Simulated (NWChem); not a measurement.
## Basis-set dependence for germanium monotelluride (GeTe)

```xyz
2

Ge     0.0000     0.0000     1.4649
Te     0.0000     0.0000    -0.9015
```
Charge 0, spin multiplicity 1.

Everything below was run with NWChem. Structure: optimised with B3LYP/def2-SVP with def2 effective core potentials on Te, a minimum by its harmonic frequencies.

Hartree-Fock energies in Ha, correlation energies in mHa.

Effective core potentials replace the inner electrons of Te; spin-orbit coupling is left out. The correlated methods keep 13 core orbitals frozen. Coupled-cluster values serve here as a point of comparison, not as the truth.

```json
[
 {"basis": "def2-SVP", "functions": "58", "RHF": "-2342.13087", "MP2": "-323.8", "SCS-MP2": "-299.6", "CCSD": "-327.4", "CCSD+T(CCSD)": "-345.9", "CCSD(T)": "-343.3", "CR-CCSD[T]": "-341.2", "CR-CCSD(T)": "-339.3"},
 {"basis": "def2-TZVP", "functions": "98", "RHF": "-2342.40386", "MP2": "-681.0", "SCS-MP2": "-609.8", "CCSD": "-651.9", "CCSD+T(CCSD)": "-680.2", "CCSD(T)": "-678.0", "CR-CCSD[T]": "-672.5", "CR-CCSD(T)": "-670.9"},
 {"basis": "def2-QZVP", "functions": "157", "RHF": "-2342.44668", "MP2": "-897.0", "SCS-MP2": "-802.3", "CCSD": "not run", "CCSD+T(CCSD)": "not run", "CCSD(T)": "not run", "CR-CCSD[T]": "not run", "CR-CCSD(T)": "not run"}
]
```

From def2-TZVP to def2-QZVP the Hartree-Fock energy moves by -42.8 mHa and the MP2 correlation energy by -216.0 mHa, which is 24 % of its value in the larger set.
